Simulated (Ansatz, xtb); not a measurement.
**Relative energy of two isomers of BrClGeH4Si**

Structure I: `Cl[Si@@H]([GeH3])Br`, a singlet. Structure II: `Cl[SiH2][GeH2][Br]`, a singlet. Both are isolated molecules in the gas phase, relaxed with PBE-D3(BJ)/def2-SVP, each in the lowest conformer that the search found.

Question: Estimate which is lower in electronic energy at CCSD(T)/def2-SVP + ΔMP2/def2-TZVPP, and by roughly how much.

Answer: The CCSD(T)/def2-SVP + ΔMP2/def2-TZVPP calculation puts structure I lower, by 3.3 kcal/mol.

The same difference at several levels:

```csv
level,geometry,E(II) − E(I) (kcal/mol),departure from the last row (kcal/mol),"job, with rough time for the two"
GFN2-xTB,GFN2-xTB,−9.9,−13.2,"optimisation, 0.5 s"
HF/STO-3G,GFN2-xTB,+3.1,−0.2,"single point, 2 s"
r2SCAN-D4/def2-SVP,GFN2-xTB,+3.9,+0.6,"single point, 11 s"
PBE-D3(BJ)/def2-SVP,PBE-D3(BJ)/def2-SVP,+3.5,+0.3,"optimisation, 61 s"
HF/def2-SVP,PBE-D3(BJ)/def2-SVP,+0.6,−2.7,part of the CCSD(T) run
MP2/def2-SVP,PBE-D3(BJ)/def2-SVP,+3.3,+0.1,part of the CCSD(T) run
CCSD(T)/def2-SVP,PBE-D3(BJ)/def2-SVP,+2.9,−0.4,single point
CCSD(T)/def2-SVP + ΔMP2/def2-TZVPP,PBE-D3(BJ)/def2-SVP,+3.3,,"single point, 1.9 min"
```

As drawn, II has 1 Br–Ge, 1 Si–H in place of 1 Br–Si, 1 Ge–H.

GFN2-xTB puts the two in the other order. The largest departure from CCSD(T)/def2-SVP + ΔMP2/def2-TZVPP is that of GFN2-xTB, 13.2 kcal/mol. The last row adds to CCSD(T) the change of the MP2 difference between the two basis sets, here +0.4 kcal/mol.

With thermal terms from frequencies at re-optimised GFN2-xTB minima (ideal gas, soft modes damped towards free rotors, one conformer each, 298.15 K, 1 atm): the zero-point term adds −0.5 kcal/mol; ΔH is +2.7 and ΔG +3.0 kcal/mol.

The correlated steps freeze 28 core orbitals; the filled d shell of Br and Ge is correlated, in a basis made for valence electrons. Mirror images aren't counted in ΔG. Run with Ansatz 0.2.0, xtb 6.7.1; the last row on 2 threads of AMD EPYC (Zen 3) on a shared host.
